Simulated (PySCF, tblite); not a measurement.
Isomers of C6H5F3NP, one GFN2-xTB conformer each. Single-point energies are computed at PBE0/pcSseg-1 (PySCF, gas phase, no added dispersion term), electronic only.

**Question.** Rank them by PBE0/pcSseg-1 energy, lowest first (kJ/mol).
A. `Cc1ncc(C(F)(F)F)cp1`
B. `n1cc(pcc1C)C(F)(F)F`
C. `c1c(C(F)(F)F)ncpc1C`

**Answer.** B (0.0), A (8.2), C (13.9).

Neighbours under 10 kJ/mol apart (Cc1cpc(C(F)(F)F)cn1 and Cc1ncc(C(F)(F)F)cp1; Cc1ncc(C(F)(F)F)cp1 and Cc1cc(C(F)(F)F)ncp1) can change places with a better method, another conformer or zero-point energy. GFN2-xTB itself gives, in the same order: 0.0, 13.5, 20.9. Both levels put the same isomer lowest; measured from each level's own lowest isomer, the values differ by up to 7.0 kJ/mol (Cc1cc(C(F)(F)F)ncp1: 20.9 against 13.9).

**Question.** Which frontier levels, dipoles and rotational constants go with these structures?

**Answer.** 
```
             SMILES  HOMO (eV, PBE0/pcSseg-1)  LUMO (eV)  dipole (D)       A, B, C (MHz)
Cc1cpc(C(F)(F)F)cn1                     -7.88      -2.51        3.25  2137, 615.5, 522.7
Cc1ncc(C(F)(F)F)cp1                     -7.46      -2.34        1.92  2214, 570.7, 494.1
Cc1cc(C(F)(F)F)ncp1                     -7.65      -2.40        3.59  1854, 627.5, 512.0
```

**Question.** What happens when harmonic zero-point energies from GFN2-xTB frequencies are added?

**Answer.** 
```csv
SMILES,ZPE (kJ/mol),electronic (kJ/mol),with ZPE (kJ/mol)
Cc1cpc(C(F)(F)F)cn1,263.2,0.0,0.0
Cc1ncc(C(F)(F)F)cp1,262.8,8.2,7.8
Cc1cc(C(F)(F)F)ncp1,263.1,13.9,13.8
```

The zero-point energies span 0.4 kJ/mol. The order is unchanged.
